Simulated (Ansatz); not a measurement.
Relaxation of Pb3 with RKS PBE-D4/def2-SVP.

```sh
$ ansatz run in.yaml --threads 4 --pin off --events-out ev --progress --plain --max-ram 3916MiB
```

```yaml
crystal:
  periodic: [false, false, false]
  atoms:
    - {symbol: Pb, position_ang: [0.565370, -1.711510, 0.586180]}
    - {symbol: Pb, position_ang: [0.845110, 0.549280, -1.091290]}
    - {symbol: Pb, position_ang: [-1.410480, 1.162220, 0.505100]}
basis:
  gaussian: {orbitals: def2-SVP}
hamiltonian: {xc: pbe, dispersion: d4}
scf: {omitted_lower_state_checks: [starts]}
output: {orbitals: {seedname: orbitals}}
relax: {f_tol: 0.02, max_steps: 100}
```

Hardware: 4 threads of Arm Neoverse V2 on a shared host. Wall time 2.6 s.

Positions (Å) and forces (eV/Å) at steps 1, 2, 3 of 3:

```xyz
3
step=1 energy=-15749.0229 eV
Pb    0.565   -1.712    0.586    0.116   -0.389    0.145
Pb    0.845    0.549   -1.091    0.200    0.139   -0.264
Pb   -1.410    1.162    0.505   -0.316    0.250    0.120
3
step=2 energy=-15749.0474 eV
Pb    0.613   -1.778    0.587   -0.004    0.078   -0.046
Pb    0.842    0.548   -1.088   -0.066   -0.046    0.087
Pb   -1.455    1.230    0.501    0.070   -0.032   -0.041
3
step=3 energy=-15749.0484 eV
Pb    0.609   -1.770    0.585    0.006    0.006   -0.009
Pb    0.840    0.547   -1.085   -0.014   -0.009    0.018
Pb   -1.449    1.223    0.500    0.008    0.003   -0.009
```

In the def2 sets Pb takes a core potential; there is no spin–orbit coupling. The restricted singlet is unstable towards broken spin symmetry at other levels; at PBE-D4/def2-SVP this wasn't settled. At PBE-D4/def2-SVP a triplet of charge 0 lies 0.12 eV below the restricted singlet, each at its own geometry. The structure comes from a short search, and lower isomers may exist.
